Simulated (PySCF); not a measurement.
F₅W, neutral, multiplicity 2. Atoms are numbered in the order given.

```xyz
6

W      0.0000     0.0000     0.0174
F     -1.8355     0.3753     0.2018
F      1.8355    -0.3753     0.2018
F     -0.5412    -1.2730    -1.2057
F      0.5412     1.2730    -1.2057
F      0.0000     0.0000     1.8644
```
Charge 0, spin multiplicity 2.

Coordinates come from a r2SCAN-D4/def2-SVP optimisation. The spin state was assumed, not searched. The isomer is the one that the SMILES or the coordinates give; other isomers of the formula were not compared. The def2 effective core potentials stand for the cores of W; spin–orbit coupling is left out.

Computed with PBE/def2-TZVP (PySCF).

Atomic charges (e):

```json
[
 {"atom": "W1", "Mulliken": "1.45", "Löwdin": "0.80", "Mulliken spin": "0.91"},
 {"atom": "F2", "Mulliken": "-0.32", "Löwdin": "-0.19", "Mulliken spin": "0.03"},
 {"atom": "F3", "Mulliken": "-0.32", "Löwdin": "-0.19", "Mulliken spin": "0.03"},
 {"atom": "F4", "Mulliken": "-0.27", "Löwdin": "-0.14", "Mulliken spin": "0.02"},
 {"atom": "F5", "Mulliken": "-0.27", "Löwdin": "-0.14", "Mulliken spin": "0.02"},
 {"atom": "F6", "Mulliken": "-0.28", "Löwdin": "-0.14", "Mulliken spin": "-0.01"}
]
```
